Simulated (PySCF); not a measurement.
## Molecular orbitals of BaF

PBE0 at R = 2.153 Å; PySCF, spin-free X2C with a Gaussian nucleus, basis sets Ba x2c-TZVPall, F x2c-TZVPall. State: quartet, unpaired electrons σ ↑, π ↑, δ ↑, a second solution, started from another occupation. Only the outer orbitals are listed, counted within each symmetry.

```
spin  orbital  occ.  ε (eV)  on Ba (%)  main shells (%)
   α      13σ     1  -20.41         65  65 Ba p, 33 F p
   α       6π     1  -19.77         34  66 F p, 33 Ba p
   α       6π     1  -19.06         93          93 Ba p
   α       7π     1  -18.53         67  67 Ba p, 33 F p
   α       7π     1  -16.63          8           92 F p
   α      14σ     1  -15.31         38  62 F p, 35 Ba p
   α      15σ     1   -3.25        100          95 Ba s
   α       3δ     1   -2.28        100         100 Ba d
   α       8π     0   -0.77        100         100 Ba p
   α       8π     0   -0.73        100          99 Ba p
   α      16σ     0   -0.58        100          97 Ba p
   β      13σ     1  -20.02         70  70 Ba p, 28 F p
   β       6π     1  -18.50         94          94 Ba p
   β       6π     1  -18.42         99          99 Ba p
   β       7π     1  -15.76          7           93 F p
   β      14σ     1  -14.63         33  68 F p, 29 Ba p
   β       7π     0  -10.05          4           96 F p
   β      15σ     0   -1.07        101         100 Ba s
   β      16σ     0    0.19        100          96 Ba p
```

Task: Which are the highest filled and the lowest empty level, where do they sit, and how wide is the gap?

Result: Highest filled α 3δ at -2.28 eV (in %: 100 Ba d); lowest empty β 7π at -10.05 eV (in %: 96 F p); the gap at PBE0 is -7.77 eV.

```json
{
 "bond order (Mayer)": "0.16",
 "⟨S²⟩": "3.753",
 "charge on Ba (Mulliken, basis-dependent)": "-0.11",
 "charge on Ba (Löwdin, basis-dependent)": "-0.15",
 "dipole moment (positive dipole means Ba(−)F(+))": "0.84 D"
}
```

Shares are Mulliken populations and can fall outside 0 to 100 %.

Spin–orbit coupling is left out. Counting both spins, an empty level lies below a filled one in this solution, because spin and occupation are held.
